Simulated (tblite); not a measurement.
C4H5ClN2Si.
Bonds: Si1–C2, C2–C3 (aromatic), C3–C4 (aromatic), C4–C5 (aromatic), C5–Cl6, C5–N7 (aromatic), N7–N8 (aromatic), C2–N8 (aromatic). Hydrogens: H9, H10, H11 on Si1; H12 on C3; H13 on C4.

Computed geometry: GFN2-xTB, gas phase.

Question: List the bond lengths and angles at this level.

Answer: 
```
           bond  length (bohr)
         Si1–C2          3.584
          C2–C3          2.650
          C3–C4          2.602
          C4–C5          2.642
         C5–Cl6          3.244
          C5–N7          2.486
          N7–N8          2.454
          C2–N8          2.502
Si1–H9, Si1–H11          2.758
        Si1–H10          2.772
         C3–H12          2.041
         C4–H13          2.038
```

Bonds in one row agree within 0.02 bohr and their mean is given. A selection of angles:
```
      angle  degrees
  C2–Si1–H9    108.4
 H9–Si1–H10    111.7
H10–Si1–H11    109.6
  Si1–C2–C3    124.5
  Si1–C2–N8    114.7
   C3–C2–N8    120.7
   C2–C3–C4    118.3
  C2–C3–H12    120.4
  C4–C3–H12    121.3
   C3–C4–C5    115.9
  C3–C4–H13    123.0
  C5–C4–H13    121.0
  C4–C5–Cl6    120.2
   C4–C5–N7    123.3
  Cl6–C5–N7    116.5
   C5–N7–N8    120.0
   C2–N8–N7    121.7
```

N7 (pyridine-type nitrogen) is bent (angle 120.0°). The 8 heavy atoms lie in one plane (0.004 Å rms). The 6-membered ring C2–C3–C4–C5–N7–N8 has internal angles of 115.9° to 123.3° (sum 720°, against 720° for a flat polygon); it is planar, 0.00 Å rms from its mean plane, widest ring torsion 0°. Si1 (SiH3 silicon) is tetrahedral (angles from 106.7° to 112.3°). The 3 C–C bonds span 1.377 Å (C3–C4, aromatic) to 1.402 Å (C2–C3, aromatic), a spread of 0.025 Å.

GFN2-xTB frequencies show an imaginary mode (24i cm⁻¹), so the point is no minimum at that level. 2 starts were optimised and ended at 0.00 and 0.06 kcal/mol (GFN2-xTB); the lowest of these is shown.
